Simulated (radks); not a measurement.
Problem. Isoelectronic series with 7 electrons, all held in the configuration [He] 2s2 2p3, which need not be the ground one along the series. Calculated with a radial shooting solver on a logarithmic mesh with Libxc functionals: scalar-relativistic Kohn-Sham, LDA (Slater exchange, Perdew-Wang correlation), spin-unpolarised, spherical densities, finite nucleus; Fermi nuclear charge, rms radius of each element as measured or else 0.836 A^(1/3) + 0.57 fm. Total energies (hartree) and mean radii <r> (bohr):

| ion | E (hartree) | 2p | 2s | 1s |
|---|---|---|---|---|
| N | -54.05456 | 1.481 | 1.329 | 0.2312 |
| Mg5+ | -186.11219 | 0.5751 | 0.6295 | 0.1309 |
| Cl10+ | -400.26610 | 0.3627 | 0.4112 | 0.09093 |
| Co20+ | -1078.43069 | 0.2087 | 0.2415 | 0.05611 |
| Ge25+ | -1545.16863 | 0.1719 | 0.1996 | 0.04693 |
| Rb30+ | -2099.46462 | 0.1460 | 0.1696 | 0.04023 |
| Mo35+ | -2743.68568 | 0.1267 | 0.1471 | 0.03511 |

Estimate the row of Ti15+.

Solution. E (hartree) -697.31178; 2p 0.2651; 2s 0.3047; 1s 0.06950.
